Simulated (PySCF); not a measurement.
Predicted microwave data (PBE0-D3(BJ)/def2-SVP geometry optimisation, gas phase in PySCF 2.14.0) for one isomer of CH9ClGe2Si:

| Quantity | Value |
| --- | --- |
| Rotational constants | A = 1287, B = 887.7, C = 665.9 MHz |
| Dipole components | \|μa\| = 0.03 D, \|μb\| = 0.41 D, \|μc\| = 1.40 D |
| Inertial defect | -203.05 u·Å² |
| κ | -0.29 |

Problem. Which candidate fits, each taken in the one conformer that was computed?
A. `[CH3:1][Ge@@H:2]([Cl:3])[SiH2:4][GeH3:5]` with C1–Ge2–Si4–Ge5 -70°
B. `[SiH3:1][GeH2:2][GeH2:3][CH2:4][Cl:5]` with Si1–Ge2–Ge3–C4 59°, Ge2–Ge3–C4–Cl5 -55°
C. `[SiH3:1][Ge@@H:2]([GeH3:3])[CH2:4][Cl:5]` with Si1–Ge2–C4–Cl5 -57°

Solution. C. It is [SiH3][Ge@@H]([GeH3])[CH2]Cl, an asymmetric top, point group C1. The candidates at the same level (rigid rotor, commonest isotopes):

| SMILES | A (MHz) | B (MHz) | C (MHz) | μa (D) | μb (D) | μc (D) | Δ (u·Å²) | point group | rotor |
| --- | --- | --- | --- | --- | --- | --- | --- | --- | --- |
| [CH3][Ge@@H]([Cl])[SiH2][GeH3] | 1843 | 642.7 | 570.8 | 0.22 | 2.11 | 0.76 | -175.15 | C1 | asymmetric top |
| [SiH3][Ge@@H]([GeH3])[CH2]Cl | 1287 | 887.7 | 665.9 | 0.03 | 0.41 | 1.40 | -203.05 | C1 | asymmetric top |
| [SiH3][GeH2][GeH2][CH2]Cl | 1366 | 953.8 | 608.7 | 0.96 | 1.13 | 0.55 | -69.48 | C1 | asymmetric top |

`[SiH3][GeH2][GeH2][CH2]Cl` has C 9 % too low; `[CH3][Ge@@H]([Cl])[SiH2][GeH3]` has A 43 % too high. No structure here is proved a minimum.
